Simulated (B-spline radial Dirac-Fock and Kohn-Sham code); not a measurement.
## 2p1/2 emission of Ta⁺

System: tantalum as Ta⁺ in the configuration [Xe] 4f14 5d3 6s1.

Method: a relativistic independent-particle model: LDA orbitals of the hole state, radiative multipoles to third order, Auger rates from the Coulomb interaction with a continuum orbital, Dirac-Fock energies. Computed with a radial atomic solver.

```
 line  multipole  energy (eV)  width (meV)  share (%)
L2-M1         E1       8421.8         27.6       2.12
L2-M3         E2       8938.5        0.886     0.0681
L2-M4         E1       9343.1         1060       81.8
L2-N1         E1      10564.6         6.85      0.526
L2-N4         E1      10893.4          195       15.0
L2-O1         E1            –         1.23     0.0942
L2-N6         E2      11111.9        0.490     0.0377
L2-O4         E1      11136.8         4.27      0.328
```

The listed lines hold 100.0 % of the radiative rate. A dash stands for an energy that rests on an unreliable hole state. The radiative width is 1.30 eV in the length form and 1.33 eV in the velocity form; the two differ because the transition energies are not eigenvalue differences of the potential that gave the orbitals.
